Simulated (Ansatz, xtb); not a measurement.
**C5H6BrCl: which of two isomers lies lower**

Structure I: `CC1=C[C@@H](Br)[C@@H]1Cl`, a singlet. Structure II: `C=C/C(Br)=C(\C)Cl`, a singlet. Both are isolated molecules in the gas phase, relaxed with r2SCAN-D4/def2-SVP; the shapes shown needn't be the lowest conformers.

I (Å):

```yaml
atoms:
  - { symbol: C, position_ang: [1.0962, -0.6563, 0.7555] }
  - { symbol: C, position_ang: [0.4623, -0.5713, -0.5774] }
  - { symbol: C, position_ang: [0.8622, -0.3630, -1.8536] }
  - { symbol: C, position_ang: [-0.5307, -0.2788, -2.3927] }
  - { symbol: C, position_ang: [-0.9947, -0.6580, -0.9593] }
  - { symbol: Br, position_ang: [-1.0049, -1.5605, -3.8170] }
  - { symbol: Cl, position_ang: [-2.0872, 0.5175, -0.1352] }
  - { symbol: H, position_ang: [2.1826, -0.4993, 0.7022] }
  - { symbol: H, position_ang: [0.9000, -1.6371, 1.2212] }
  - { symbol: H, position_ang: [0.6569, 0.1048, 1.4225] }
  - { symbol: H, position_ang: [1.8362, -0.2762, -2.3430] }
  - { symbol: H, position_ang: [-0.8872, 0.6995, -2.7440] }
  - { symbol: H, position_ang: [-1.4673, -1.6486, -0.8842] }
```

II (Å):

```yaml
atoms:
  - { symbol: C, position_ang: [1.0483, -1.8298, 2.0600] }
  - { symbol: C, position_ang: [0.2700, -1.9230, 0.9671] }
  - { symbol: C, position_ang: [0.5585, -1.4139, -0.3655] }
  - { symbol: C, position_ang: [-0.2834, -1.5489, -1.4277] }
  - { symbol: C, position_ang: [-1.6181, -2.2230, -1.4272] }
  - { symbol: Br, position_ang: [2.2194, -0.5155, -0.5863] }
  - { symbol: Cl, position_ang: [0.1279, -0.9143, -2.9923] }
  - { symbol: H, position_ang: [2.0214, -1.3332, 2.0350] }
  - { symbol: H, position_ang: [0.7142, -2.2571, 3.0085] }
  - { symbol: H, position_ang: [-0.6927, -2.4341, 1.0652] }
  - { symbol: H, position_ang: [-1.8907, -2.6284, -0.4462] }
  - { symbol: H, position_ang: [-1.6222, -3.0464, -2.1600] }
  - { symbol: H, position_ang: [-2.3981, -1.5101, -1.7409] }
```

Quicker runs give these differences E(II) − E(I): GFN2-xTB +2.3 kcal/mol; HF/STO-3G +18.3 kcal/mol (at GFN2-xTB geometries); r2SCAN-D4/def2-SVP//GFN2-xTB −1.6 kcal/mol.

**Question.** Estimate which is lower in electronic energy at CCSD(T)/def2-SVP + ΔMP2/def2-TZVPP, and by roughly how much.

**Answer.** The CCSD(T)/def2-SVP + ΔMP2/def2-TZVPP calculation puts structure II lower, by 3.4 kcal/mol.

The same difference at several levels:

```csv
level,geometry,E(II) − E(I) (kcal/mol),departure from the last row (kcal/mol),"job, with rough time for the two"
GFN2-xTB,GFN2-xTB,+2.3,+5.7,"optimisation, 0.28 s"
HF/STO-3G,GFN2-xTB,+18.3,+21.8,"single point, 0.4 s"
r2SCAN-D4/def2-SVP//GFN2-xTB,GFN2-xTB,−1.6,+1.8,"single point, 2.5 s"
r2SCAN-D4/def2-SVP,r2SCAN-D4/def2-SVP,−1.9,+1.5,"optimisation, 25 s"
HF/def2-SVP,r2SCAN-D4/def2-SVP,+1.3,+4.8,part of the CCSD(T) run
MP2/def2-SVP,r2SCAN-D4/def2-SVP,−0.7,+2.8,part of the CCSD(T) run
CCSD(T)/def2-SVP,r2SCAN-D4/def2-SVP,−2.0,+1.4,single point
CCSD(T)/def2-SVP + ΔMP2/def2-TZVPP,r2SCAN-D4/def2-SVP,−3.4,,"single point, 38 s"
```

As drawn, II has 1 C=C in place of 2 C–C. Structure I has a 4-membered ring, II no ring.

GFN2-xTB, HF/STO-3G, HF/def2-SVP put the two in the other order. The largest departure from CCSD(T)/def2-SVP + ΔMP2/def2-TZVPP is that of HF/STO-3G, 21.8 kcal/mol. The last row adds to CCSD(T) the change of the MP2 difference between the two basis sets, here −1.4 kcal/mol.

With thermal terms from frequencies at re-optimised GFN2-xTB minima (ideal gas, soft modes damped towards free rotors, one conformer each, 298.15 K, 1 atm): the zero-point term adds −1.1 kcal/mol; ΔH is −4.0 and ΔG −5.2 kcal/mol.

The correlated steps freeze 19 core orbitals; the filled d shell of Br is correlated, in a basis made for valence electrons. Mirror images aren't counted in ΔG. Programs: Ansatz 0.2.0, xtb 6.7.1; the last row on 4 threads of Intel(R) Xeon(R) 6975P-C (Granite Rapids) on a shared host.
